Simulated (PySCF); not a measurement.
PySCF input for Al(F)(NHMe)(OH) (CH₅AlFNO), SMILES C[NH][Al]([OH])[F], r2SCAN-D4/def2-SVP. Geometry: r2SCAN-D4/def2-SVP. The structure was generated by enumeration; whether it is a known compound was not checked. The values are those of a single conformer.

```python
import numpy as np
from pyscf import gto, scf, dft, df
from pyscf.hessian import thermo

mol = gto.M(
    atom='''
    Al   -0.03302468   -0.53618784    0.00000000
    F    -1.07656872   -1.83316610   -0.00000000
    N    -0.68425059    1.09960193   -0.00000000
    C     0.06971554    2.34067812    0.00000000
    H    -1.68890067    1.25344496   -0.00000000
    H    -0.13445223    2.96405627   -0.89145064
    H    -0.13445224    2.96405627    0.89145065
    H     1.14910502    2.12256862    0.00000000
    O     1.64738468   -0.74904322   -0.00000000
    H     2.11952288   -1.58412574    0.00000000
    ''',
    basis='def2-SVP',
    charge=0,
    spin=0,
    max_memory=1600,
    verbose=3,
)
mf = dft.RKS(mol, xc='r2scan').density_fit(auxbasis='def2-universal-jkfit')
mf.disp = 'd4'
mf.grids.level = 4
mf.conv_tol = 1e-11
mf.max_cycle = 100
mf.kernel()

# [left out here: the lines that compute and print the analytic Hessian (its translational invariance restored by hand, since the grid's response is missing), thermochemistry and intensities]
```

It prints:

```
converged SCF energy = -513.076580994623

WARN: MGGA Hessian is sensitive to dft grids. grids.level 4 may not be dense enough.


WARN: DFTD4 does not support analytical Hessian, using finite difference.


WARN: Mole.unit (angstrom) is changed to Bohr

Mode                                 0                   1                   2
Irrep
Freq [cm^-1]                      112.1588            114.3827            160.9160
Reduced mass [au]                   3.9206              2.8756              1.1176
Force const [Dyne/A]                0.0291              0.0222              0.0171
Char temp [K]                     161.3715            164.5713            231.5223
Normal mode                   x     y     z       x     y     z       x     y     z
       0  Al                -0.06  0.00 -0.00    0.00 -0.00 -0.04   -0.00 -0.00  0.01
       1   F                 0.03 -0.07  0.00   -0.00  0.00  0.09   -0.00 -0.00 -0.01
       2   N                -0.03  0.01 -0.00    0.00 -0.00 -0.14   -0.00 -0.00  0.07
       3   C                 0.13 -0.08  0.00   -0.00  0.00  0.12    0.00 -0.00 -0.02
       4   H                -0.01  0.12 -0.00    0.00 -0.00 -0.27   -0.00  0.00 -0.08
       5   H                 0.21 -0.06 -0.00    0.18  0.09  0.14    0.38 -0.27 -0.30
       6   H                 0.21 -0.06  0.00   -0.18 -0.09  0.14   -0.38  0.27 -0.30
       7   H                 0.10 -0.23  0.00   -0.00  0.00  0.31    0.00 -0.00  0.51
       8   O                -0.04  0.13 -0.00    0.00 -0.00 -0.04   -0.00  0.00 -0.04
       9   H                 0.04  0.18  0.00   -0.00 -0.00  0.11    0.00  0.00  0.01
Mode                                 3                   4                   5
Irrep
Freq [cm^-1]                      224.3767            276.6218            293.8966
Reduced mass [au]                   5.2857              4.8653              1.2751
Force const [Dyne/A]                0.1568              0.2193              0.0649
[...]
Irrep
Freq [cm^-1]                      322.5945            517.7433            536.6130
Reduced mass [au]                   4.4645              1.1285              1.3904
Force const [Dyne/A]                0.2737              0.1782              0.2359
Char temp [K]                     464.1417            744.9173            772.0666
Normal mode                   x     y     z       x     y     z       x     y     z
       0  Al                -0.04 -0.06 -0.00   -0.00  0.00  0.01   -0.01 -0.01 -0.00
       1   F                -0.03 -0.09  0.00   -0.00 -0.00 -0.01   -0.04 -0.02  0.00
       2   N                 0.14  0.03 -0.00    0.00 -0.00 -0.09    0.02 -0.01  0.00
       3   C                 0.00  0.13  0.00   -0.00  0.00 -0.00    0.00  0.00 -0.00
       4   H                 0.13 -0.01 -0.00    0.00 -0.00  0.91    0.02 -0.00 -0.00
       5   H                -0.10  0.10  0.00    0.11  0.03 -0.01   -0.02 -0.00  0.00
       6   H                -0.10  0.10 -0.00   -0.11 -0.03 -0.01   -0.02 -0.00 -0.00
       7   H                 0.03  0.27  0.00    0.00  0.00  0.14    0.01  0.03 -0.00
       8   O                -0.03  0.05  0.00    0.00  0.00  0.00    0.09  0.08 -0.00
       9   H                 0.14  0.15 -0.00   -0.00 -0.00  0.08   -0.73 -0.41  0.00
Mode                                 9                  10                  11
Irrep
Freq [cm^-1]                      655.2036            876.7897            946.4737
Reduced mass [au]                   4.9998              8.2407              9.8060
Force const [Dyne/A]                1.2646              3.7325              5.1756
Char temp [K]                     942.6921           1261.5051           1361.7650
Normal mode                   x     y     z       x     y     z       x     y     z
       0  Al                -0.02  0.02 -0.00    0.02 -0.13  0.00   -0.13 -0.02 -0.00
       1   F                 0.07  0.08  0.00    0.07  0.09 -0.00    0.06  0.07  0.00
       2   N                 0.12 -0.10 -0.00   -0.07  0.03  0.00    0.02 -0.00 -0.00
       3   C                -0.02 -0.07  0.00    0.02  0.07 -0.00    0.00 -0.02  0.00
       4   H                 0.11 -0.17 -0.00   -0.06  0.10  0.00    0.03  0.06  0.00
       5   H                -0.12 -0.10  0.00    0.10  0.10 -0.00   -0.07 -0.03  0.00
       6   H                -0.12 -0.10 -0.00    0.10  0.10  0.00   -0.07 -0.03 -0.00
       7   H                 0.01  0.08 -0.00   -0.00 -0.03  0.00    0.01  0.05 -0.00
       8   O                -0.12  0.03  0.00   -0.06  0.02  0.00    0.13 -0.03 -0.00
       9   H                -0.22 -0.03  0.00   -0.15 -0.03 -0.00    0.20  0.00  0.00
Mode                                12                  13                  14
Irrep
Freq [cm^-1]                     1077.3837           1138.0357           1156.9938
Reduced mass [au]                   1.1696              1.2952              4.3459
Force const [Dyne/A]                0.7999              0.9884              3.4276
Char temp [K]                    1550.1152           1637.3800           1664.6565
Normal mode                   x     y     z       x     y     z       x     y     z
       0  Al                -0.02  0.01  0.00   -0.00  0.00 -0.00   -0.01  0.03  0.00
       1   F                 0.01  0.00 -0.00    0.00  0.00  0.00   -0.00 -0.00 -0.00
       2   N                 0.05 -0.00  0.00   -0.00 -0.00 -0.06   -0.08 -0.16  0.00
       3   C                -0.07  0.06 -0.00    0.00  0.00  0.13    0.12  0.12 -0.00
       4   H                -0.04 -0.56  0.00   -0.00 -0.00  0.04   -0.10 -0.29  0.00
       5   H                 0.34  0.11 -0.06   -0.21 -0.51 -0.18   -0.02  0.06  0.01
       6   H                 0.34  0.11  0.06    0.21  0.51 -0.18   -0.02  0.06 -0.01
       7   H                -0.18 -0.48  0.00   -0.00 -0.00 -0.27    0.14  0.21  0.00
       8   O                 0.01 -0.00 -0.00    0.00  0.00  0.00    0.01 -0.00 -0.00
       9   H                 0.01 -0.00  0.00   -0.00  0.00  0.00    0.02  0.01 -0.00
Mode                                15                  16                  17
Irrep
Freq [cm^-1]                     1384.6590           1446.8313           1469.3772
Reduced mass [au]                   1.4774              1.1538              1.0393
Force const [Dyne/A]                1.6689              1.4231              1.3221
Char temp [K]                    1992.2160           2081.6681           2114.1067
Normal mode                   x     y     z       x     y     z       x     y     z
       0  Al                -0.00  0.02  0.00    0.00 -0.00  0.00   -0.00  0.00  0.00
       1   F                -0.00 -0.00  0.00   -0.00  0.00  0.00   -0.00 -0.00 -0.00
       2   N                 0.02 -0.12  0.00    0.01  0.01  0.00   -0.00 -0.00  0.01
       3   C                -0.07  0.07 -0.00    0.06  0.09  0.00   -0.00 -0.00  0.05
       4   H                 0.15  0.67 -0.00    0.01  0.06 -0.00   -0.00 -0.00 -0.00
       5   H                 0.25 -0.02 -0.13   -0.37 -0.29 -0.14    0.48  0.07 -0.04
       6   H                 0.25 -0.02  0.13   -0.37 -0.29  0.14   -0.48 -0.07 -0.04
       7   H                -0.10 -0.11  0.00   -0.10 -0.60 -0.00    0.00  0.00 -0.70
       8   O                 0.00 -0.00 -0.00   -0.00 -0.00  0.00    0.00 -0.00  0.00
       9   H                 0.01  0.00  0.00   -0.01 -0.00  0.00    0.00  0.00  0.00
Mode                                18                  19                  20
Irrep
Freq [cm^-1]                     1497.8499           2980.9772           3043.1223
Reduced mass [au]                   1.0470              1.0374              1.1054
Force const [Dyne/A]                1.3840              5.4316              6.0315
Char temp [K]                    2155.0725           4288.9625           4378.3755
Normal mode                   x     y     z       x     y     z       x     y     z
       0  Al                -0.00  0.01 -0.00   -0.00  0.00 -0.00   -0.00  0.00  0.00
       1   F                -0.00 -0.00 -0.00   -0.00 -0.00  0.00   -0.00  0.00  0.00
       2   N                 0.02 -0.04 -0.00   -0.00 -0.00  0.00   -0.00 -0.00 -0.00
       3   C                 0.02 -0.02  0.00   -0.00 -0.05 -0.00   -0.00 -0.00  0.09
       4   H                 0.05  0.17  0.00   -0.00 -0.00  0.00    0.00 -0.00 -0.00
       5   H                -0.20  0.46  0.37   -0.13  0.35 -0.54   -0.14  0.37 -0.54
       6   H                -0.20  0.46 -0.37   -0.13  0.35  0.54    0.14 -0.37 -0.54
       7   H                -0.07 -0.37 -0.00    0.33 -0.07 -0.00    0.00 -0.00  0.02
       8   O                 0.00 -0.00 -0.00    0.00 -0.00 -0.00    0.00 -0.00 -0.00
       9   H                 0.00 -0.00 -0.00    0.00 -0.00 -0.00   -0.00  0.00  0.00
Mode                                21                  22                  23
Irrep
Freq [cm^-1]                     3117.2605           3592.5780           3960.6649
Reduced mass [au]                   1.0999              1.0746              1.0683
Force const [Dyne/A]                6.2974              8.1720              9.8734
Char temp [K]                    4485.0438           5168.9199           5698.5150
Normal mode                   x     y     z       x     y     z       x     y     z
       0  Al                 0.00  0.00  0.00    0.00  0.00 -0.00    0.00  0.00 -0.00
       1   F                -0.00  0.00  0.00    0.00 -0.00 -0.00    0.00  0.00  0.00
       2   N                -0.00 -0.00 -0.00    0.07 -0.01 -0.00    0.00 -0.00 -0.00
       3   C                 0.08 -0.03  0.00    0.00 -0.00  0.00    0.00  0.00  0.00
       4   H                 0.01 -0.01 -0.00   -0.95  0.15  0.00   -0.00  0.00  0.00
       5   H                -0.03  0.11 -0.19   -0.00 -0.00 -0.00    0.00 -0.00  0.00
       6   H                -0.03  0.11  0.19   -0.00 -0.00  0.00    0.00 -0.00 -0.00
       7   H                -0.88  0.19  0.00   -0.01  0.00  0.00   -0.00  0.00  0.00
       8   O                 0.00 -0.00 -0.00   -0.00  0.00  0.00   -0.03  0.05  0.00
       9   H                -0.00 -0.00  0.00   -0.00  0.00 -0.00    0.49 -0.83 -0.00
temperature 298.1500 [K]
pressure 101325.00 [Pa]
Rotational constants [GHz] 6.15475 2.65291 1.87589
Symmetry number 1
Zero-point energy (ZPE) 0.07040 [Eh]   184844.003 [J/mol]
                           tot       elec      trans        rot        vib
Entropy [J/mol/K]       349.351      0.000    165.280    111.936     72.135
Cv [J/mol/K]            100.326      0.000     12.472     12.472     75.383
Cp [J/mol/K]            108.640      0.000     20.786     12.472     75.383
Internal energy [J/mol]                      3718.434   3718.434 196860.793
Internal energy [Eh]   -512.99877  -513.07658
Enthalpy [J/mol]                             6197.391   3718.434 196860.793
Enthalpy [Eh]          -512.99782
Gibbs free energy [J/mol]                  -43080.826 -29655.372 175353.677
Gibbs free energy [Eh] -513.03750
static polarisability / bohr^3: [[37.718 -1.954 -0.   ]
 [-1.955 48.01   0.   ]
 [-0.    -0.    32.361]]
largest difference of analytic and finite-field dipole derivatives / e: 0.0013842116851654485
mode   freq/cm-1   IR/(km/mol)   Raman/(A^4/amu)   depolarisation
   1      112.16         0.033             0.748            0.750
   2      114.38         0.967             0.011            0.750
   3      160.92         0.150             0.132            0.750
   4      224.38        47.459             0.880            0.718
   5      276.62        19.170             2.411            0.750
   6      293.90       152.855             2.321            0.750
   7      322.59         1.653             1.367            0.269
   8      517.74       122.576             4.145            0.750
   9      536.61       144.588             3.396            0.213
  10      655.20        18.450            13.094            0.054
  11      876.79       134.068             2.070            0.432
  12      946.47       122.834             1.647            0.530
  13     1077.38        22.611             1.546            0.539
  14     1138.04         0.082             0.742            0.750
  15     1156.99       122.220             5.840            0.467
  16     1384.66        48.436             5.263            0.046
  17     1446.83        15.925            10.908            0.685
  18     1469.38         1.945            18.645            0.750
  19     1497.85         5.030            25.414            0.700
  20     2980.98       105.668           193.583            0.046
  21     3043.12        49.107           158.648            0.750
  22     3117.26        16.072            59.682            0.718
  23     3592.58        19.311            96.539            0.237
  24     3960.66       116.068           108.056            0.269
max |gradient| / (hartree/bohr): 0.00023560390055245433
APT charges: [ 1.6047e+00 -6.3790e-01 -8.1800e-01  3.8820e-01  1.5550e-01 -7.7400e-02
 -7.7400e-02  3.0000e-04 -8.5450e-01  3.1900e-01]
```

Self-consistency was reached.
